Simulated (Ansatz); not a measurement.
The first iterations of a band of CH$_{4}$ClOSi (8 atoms, charge 1, multiplicity 1).

Theory: Ansatz 0.2.0, RKS PBE0-D4/def2-SVP.

```
movable images  : 7
climbing image  : yes
spring          : 5.0 eV/Å²
optimiser       : quadratic models (default)
start path      : through a guess of the saddle point
force threshold : 0.03 eV/Å
iteration limit : 50
end points      : relaxed
```

First end point:

```xyz
8
Properties=species:S:1:pos:R:3
O 0.409 1.560 -1.057
Si 0.117 0.718 0.264
C -0.544 -0.996 0.274
Cl 1.301 -1.215 0.504
H 0.344 1.326 -1.992
H 0.265 1.491 1.500
H -1.051 -1.389 1.165
H -0.841 -1.495 -0.658
```

Last end point:

```xyz
8
Properties=species:S:1:pos:R:3
O 0.270 1.618 -1.016
Si 0.526 0.550 0.140
C -0.197 -1.138 0.169
Cl -1.315 -0.142 1.294
H -0.298 1.591 -1.797
H 1.536 0.969 1.114
H -0.796 -1.516 -0.670
H 0.274 -1.931 0.766
```

| iteration | highest image above the first end (eV) | largest band force component (eV/Å) |
| --- | --- | --- |
| 1 | 18.321 | 65.095 |
| 2 | 4.709 | 23.008 |
| 3 | 1.918 | 11.310 |

Problem. Does the band converge within its limit, and where does its top end?

Solution. The run converged. It ended after 10 iterations with the highest image 0.387 eV above the first end. A vibrational analysis at the climbing image gives one clearly imaginary mode, 57i cm⁻¹: a first-order saddle point.

Run time: 6.4 min on 1 thread of Arm Neoverse N1, on a shared host, peak memory 0.17 GiB.
